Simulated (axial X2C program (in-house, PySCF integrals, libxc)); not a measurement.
Spin–orbit effects down a group: molecules with Al (ions), PBE0

All values come from calculations with an axial X2C code built on PySCF integrals, spin-free (one-electron X2C) or two-component (2c: spin–orbit coupling with atomic mean-field Coulomb and Gaunt terms, which also bring small scalar terms), in Dyall basis sets with cores contracted in-house; open shells are unrestricted.

Basis sets: Al dyall-v3z, O dyall-av3z, S dyall-av3z, Se dyall-cv3z.

```csv
molecule,spin-free state,Re (Å),ωe (cm⁻¹),De (eV),2c state,Re 2c (Å),ωe 2c (cm⁻¹),De 2c (eV)
AlO⁺,"M_S = 1, Λ = 1",1.741,758.8,1.19,Ω = 2,1.741,758.8,1.20
AlS⁺,"M_S = 1, Λ = 1",2.186,461.3,1.09,Ω = 2,2.186,460.8,1.11
AlSe⁺,"M_S = 1, Λ = 1",2.324,348.3,1.03,Ω = 2,2.328,343.7,1.08
```

Problem. Work out the shifts from the spin-free to the two-component result.

Solution. 

```json
{"molecule": "AlO⁺", "2c state": "Ω = 2", "ΔRe (Å)": "0.000", "Δωe (cm⁻¹)": "0.0", "ΔDe (eV)": "0.01"}
{"molecule": "AlS⁺", "2c state": "Ω = 2", "ΔRe (Å)": "0.000", "Δωe (cm⁻¹)": "-0.5", "ΔDe (eV)": "0.02"}
{"molecule": "AlSe⁺", "2c state": "Ω = 2", "ΔRe (Å)": "0.004", "Δωe (cm⁻¹)": "-4.6", "ΔDe (eV)": "0.05"}
```

Shifts of one unit in the last digit are rounding.

Fragments in 2c: Al+ + O, S + Al+, Se + Al+. Each entry is the lowest single determinant of a limited PBE0 search at one distance. De goes to single-determinant-based atoms at the same level (for ions the charge split of lowest energy) and is withheld (n/a) where an atom does not fit its ground term or J level. Main or longest-lived isotopes. One determinant is a doubtful description, or other states lie close, for AlO⁺, AlS⁺, AlSe⁺; these need not be ground states, and all values refer to the states named. Some open-shell Ω = 0 determinants are out of reach, so the Ω given for AlO⁺, AlS⁺, AlSe⁺ need not be the lowest component. With several unpaired electrons the Ω given is that of one determinant, not necessarily of the lowest component. Some light 2c atoms are not at their ground J level, so De misses part of their lowering (0.04 eV or less). The functionals have no current term, which raises determinants with orbital currents.
